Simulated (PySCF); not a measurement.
HgBr at PBE0

Computed with PBE0; PySCF, scalar-relativistic core potentials, basis sets Hg cc-pVDZ-PP with ECP60, Br cc-pVDZ-PP with ECP10.

```
state                                            : quartet, unpaired electrons σ ↑, π ↑↑, a mixture of terms (⟨Lz²⟩ = 2.0), a second solution, started from another occupation
bond length                                      : 2.927 Å
harmonic wavenumber                              : 90.6 cm⁻¹
force constant                                   : 0.274 mdyn/Å
rotational constant Be                           : 0.03468 cm⁻¹
anharmonicity ωexe                               : 0.594 cm⁻¹
vibration–rotation constant αe                   : 0.000243 cm⁻¹
energy of the minimum from ground-state Hg + Br  : 4.70 eV
bond order (Mayer)                               : 0.35
dipole moment (positive dipole means Hg(−)Br(+)) : 2.61 D
```

Spin–orbit coupling is left out, which matters for elements this heavy, above all for dissociation energies. Counting both spins, an empty level lies below a filled one in this solution, because spin and occupation are held.
